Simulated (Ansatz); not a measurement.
Reaction (formal exchange of groups at the In–Cl bond): `[Cl][In]([Cl])[Cl]` + `CNC(C)=O` → `C[NH][In]([Cl])[Cl]` + `CC(=O)Cl`

Program: Ansatz. Geometries: PBE0-D4/def2-TZVP. ΔE: electronic, gas phase. CCSD(T)/CBS adds triple-zeta CCSD(T) − MP2 to the extrapolated MP2 energy (def2 sets, frozen cores). DFT in def2-TZVPP. B3LYP here is the variant with VWN-RPA as its local correlation; programs differ in this. def2 core potentials past Kr. For In outer-core shells are correlated without core-valence functions, which leaves a few kJ/mol of doubt a bond. Each species was taken in one conformer, which may not be the lowest.

```
             level  ΔE (kcal/mol)  difference from CCSD(T)/CBS
         r2SCAN-D4           37.2                          1.7
           PBE0-D4           38.6                          3.1
          B3LYP-D4           37.1                          1.6
           ωB97X-V           38.1                          2.6
            r2SCAN           37.2                          1.7
     HF/def2-TZVPP           44.6                          9.1
CCSD(T)/def2-TZVPP           35.5                          0.0
     HF/def2-QZVPP           44.5                          9.0
SCS-MP2/def2-QZVPP           34.9                         -0.6
    CCSD/CBS(def2)           36.9                          1.4
       CCSD(T)/CBS           35.5                            0
```

Largest T1 diagnostic among the species: 0.014.

From PBE to PBE0 (25 % exact exchange), in def2-TZVPP and without D4, ΔE moves by +3.4 kcal/mol. In def2-TZVPP, CCSD(T) changes the Hartree–Fock value by −9.1 kcal/mol (the triples alone add −1.4 kcal/mol) and MP2 by −9.6 kcal/mol.
